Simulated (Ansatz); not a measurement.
Ansatz results at the PBE0-D4/def2-TZVP geometry: size of the dipole moment (B3LYP/def2-TZVPP) 4.42 D; HOMO energy (ωB97M-V/def2-TZVPP) -10.72 eV; HOMO–LUMO gap (PBE0/def2-TZVPP) 4.38 eV.

Which molecule gave them?
A. `[OH][Al-]1([F])[O]C(C(F)(F)F)=CC(C(F)(F)F)=[O+]1`
B. `FC(F)(F)C1=CC(C(F)(F)F)=[O+][B-](Cl)(Cl)O1`
C. `O[B-]1(F)OC(C(F)(F)F)=CC(C(F)(F)F)=[O+]1`
D. `CC1=CC(C(F)(F)F)=[O+][Ti-]([F])([Cl])([Cl])[O]1`

B. The others give `CC1=CC(C(F)(F)F)=[O+][Ti-]([F])([Cl])([Cl])[O]1`: 5.79, -10.49, 4.94; `O[B-]1(F)OC(C(F)(F)F)=CC(C(F)(F)F)=[O+]1`: 2.01, -11.04, 5.30; `[OH][Al-]1([F])[O]C(C(F)(F)F)=CC(C(F)(F)F)=[O+]1`: 2.02, -11.09, 5.26.

B3LYP here is the variant with VWN-RPA as its local correlation; programs differ in this.
